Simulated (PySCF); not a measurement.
**`CC[C@H](C)Br`, C4H9Br: coupling constants with relativity**

Geometry:
```tsv
atom	x (Å)	y (Å)	z (Å)
C1	1.871	-0.299	0.487
C2	0.641	-0.175	-0.394
C3	-0.648	0.154	0.338
C4	-1.871	0.136	-0.553
Br5	-0.512	1.924	1.198
H6	1.739	-1.082	1.250
H7	2.079	0.646	1.010
H8	2.757	-0.560	-0.110
H9	0.462	-1.131	-0.919
H10	0.802	0.580	-1.181
H11	-0.783	-0.529	1.191
H12	-1.990	-0.867	-0.993
H13	-1.769	0.862	-1.374
H14	-2.783	0.377	0.010
```

[PySCF 2.14.0: indirect couplings; PBE0/pcJ-1 (dyall-v2z on Br), isolated molecule, finite nuclei, structure from PBE0-D3(BJ)/def2-SVP]

Non-relativistic values:
```csv
coupling,atoms,J (Hz)
"1J(79Br,13C)",Br5 – C3,-63.4
"2J(79Br,13C)",Br5 – C2,5.7
"2J(79Br,13C)",Br5 – C4,7.1
"2J(79Br,1H)",Br5 – H11,23.9
"3J(79Br,13C)",Br5 – C1,3.4
"3J(79Br,1H)",Br5 – H9,15.0
"3J(79Br,1H)",Br5 – H10,7.0
"3J(79Br,1H)",Br5 – H12/H13/H14,11.8
```

What do scalar relativity and two-component X2C with spin–orbit coupling give?

Answers


```json
{"coupling": "1J(79Br,13C)", "atoms": "Br5 – C3", "scalar (Hz)": "-76.5", "with spin–orbit (Hz)": "-66.3"}
{"coupling": "2J(79Br,13C)", "atoms": "Br5 – C2", "scalar (Hz)": "5.8", "with spin–orbit (Hz)": "5.0"}
{"coupling": "2J(79Br,13C)", "atoms": "Br5 – C4", "scalar (Hz)": "7.3", "with spin–orbit (Hz)": "6.4"}
{"coupling": "2J(79Br,1H)", "atoms": "Br5 – H11", "scalar (Hz)": "27.6", "with spin–orbit (Hz)": "25.4"}
{"coupling": "3J(79Br,13C)", "atoms": "Br5 – C1", "scalar (Hz)": "3.2", "with spin–orbit (Hz)": "3.3"}
{"coupling": "3J(79Br,1H)", "atoms": "Br5 – H9", "scalar (Hz)": "13.7", "with spin–orbit (Hz)": "15.6"}
{"coupling": "3J(79Br,1H)", "atoms": "Br5 – H10", "scalar (Hz)": "6.9", "with spin–orbit (Hz)": "7.4"}
{"coupling": "3J(79Br,1H)", "atoms": "Br5 – H12/H13/H14", "scalar (Hz)": "11.5", "with spin–orbit (Hz)": "12.3"}
```

The largest listed coupling, 1J(79Br,13C), ends at 1.04 times its non-relativistic value: scalar relativity adds -13.0 Hz and spin–orbit coupling +10.2 Hz. Equivalent partners are averaged, as under fast rotation. In the static structure 3J(79Br,1H) spreads over 26.8, 5.7, 4.5 Hz. Couplings to strongly quadrupolar nuclei (79Br) are seldom resolved in solution.
